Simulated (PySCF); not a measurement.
# Two-dimensional NMR puzzle

Compound of formula C5H11NO2Si2. Correlations simulated from computed shifts and the bond graph:

HSQC (one-bond C–H):
```
  δH     δC
6.62  126.4
6.54  117.5
4.10   52.2
```

COSY cross peaks (H two or three bonds apart, from the bond graph; peaks can be absent where the dihedral angle is near 90°):
```
  δH    δH
6.62  6.54
5.74  5.72
5.74  5.18
5.72  5.18
```

HMBC (two and three bonds, from the bond graph):
```
  δH            δC
6.62  126.4, 117.5
6.54  126.4, 117.5
5.72   126.4, 52.2
```

[PySCF 2.14: GFN2-xTB structure; NMR shieldings at PBE0/pcSseg-1/GIAO; equivalent nuclei averaged; gas phase; a single conformation; non-relativistic]

Referencing at the same level of theory: TMS for ¹H (31.72 ppm), ¹³C (186.93 ppm).

Exchangeable hydrogens are left out of these lists.

Task: Work out the connectivity.

Result: `CO[Si@H]([SiH2]O)n1cccc1`.

Mapped SMILES: `[CH3:1][O:2][Si@H:3]([SiH2:4][OH:5])[n:6]1[cH:7][cH:8][cH:9][cH:10]1`. Each H is labelled by its parent atom. Ha(Si4) is pro-R; Hb(Si4) is pro-S.

1. δC 126.4 is C7/C10, an aromatic CH next to a ring nitrogen (δH 6.62).
2. δC 117.5 is C8/C9, an aromatic CH (δH 6.54).
3. δC 52.2 is C1, a methyl carbon bonded to O (δH 4.10).
4. COSY links 6.62–6.54, 5.74–5.72, 5.74–5.18, 5.72–5.18.

The shifts were computed for this structure.

Exchangeable OH/NH protons stand at their gas-phase positions; hydrogen bonding in a real sample shifts them, mostly to higher δ. Shifts are as computed. Against solution values, carbons near 30 ppm lie about +3 ppm off and those near 130 ppm about +5 ppm. Of 1211 compounds with measured shifts, 218 miss one by over three times the rms of a fit or turn the order of signals round; such compounds aren't used in these exercises.
